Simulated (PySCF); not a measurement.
Vertical excitations of a molecule CH4ClFOSi from TDDFT-PBE/def2-SVPD in PySCF 2.14.0, as energy in eV (oscillator strength): 5.59 (0.005), 6.02 (0.002), 6.37 (0.021), 7.02 (0.009), 7.10 (0.042), 7.25 (0.014), 7.44 (0.002), 7.52 (0.002), 7.61 (0.014), 7.71 (0.014). Lowest triplet (TDA): 5.24 eV. Geometry: B3LYP-D3(BJ)/def2-SVP. The values are those of a single conformer.

Task: Identify the compound among the candidates.
A. OC[Si@@H](F)Cl
B. O[Si@@H](Cl)CF
C. C[Si@](O)(F)Cl
D. CO[Si@H](F)Cl

Result: A, OC[Si@@H](F)Cl
